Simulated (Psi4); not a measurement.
Pair of molecules, SMILES N with SMILES F (the first has 4 atoms); geometry from B3LYP-D3(BJ)/def2-TZVP.
(charge 0, multiplicity 1):
```xyz
6

N      0.03820     0.17655     0.30490
H     -0.23874    -0.74046    -0.02746
H     -0.60024     0.85723    -0.09152
H      0.96518     0.37180    -0.05658
F      0.01015     0.27594     2.94085
H      0.02039     0.23969     1.97939
```

Method: SAPT0/jun-cc-pV(D+d)Z in Psi4.

Q: Which attractive term is largest, and how does the interaction split up?

A: electrostatics -23.83, exchange 22.70, induction -10.70, dispersion -2.92, total -14.75 kcal/mol; the largest attraction is electrostatics.
